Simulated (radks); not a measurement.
Cl10+, 7 electrons, occupied as 1s1 2s2 2p4 (not the ground configuration).

Method: scalar-relativistic Kohn-Sham, BLYP, spin-polarised, spherical densities, finite nucleus; open shells are filled with parallel spins first; Fermi nuclear charge, rms radius 3.3654 fm; computed with a radial shooting solver on a logarithmic mesh with Libxc functionals.

Energy parts (Ry):
| part | energy |
|---|---|
| total | -608.18536 |
| kinetic | 611.15101 |
| electron-nucleus | -1327.40506 |
| Hartree | 141.14502 |
| exchange-correlation | -33.07633 |

Orbitals (lengths in bohr, moments of r in powers of bohr):
| orbital | occ. | eigenvalue (Ry) | <r> |
|---|---|---|---|
| 1s up | 1 | -241.9436 | 0.08887 |
| 2s up | 1 | -41.71438 | 0.3983 |
| 2s down | 1 | -40.66067 | 0.4037 |
| 2p up | 3 | -38.36683 | 0.3467 |
| 2p down | 1 | -37.15851 | 0.3538 |

The highest occupied level is 2p down at -505.57 eV. Spin moment in Bohr magnetons: 3. The electron density at the nucleus is 2054 e/bohr^3 (large components only). The density falls to 0.001 e/bohr^3 at r = 1.22 bohr. The spin density at the nucleus is 1731 e/bohr^3 (1s 1728, 2s 3).

Empty levels of this run are not shown, since the potential may be unsettled where no density lies.
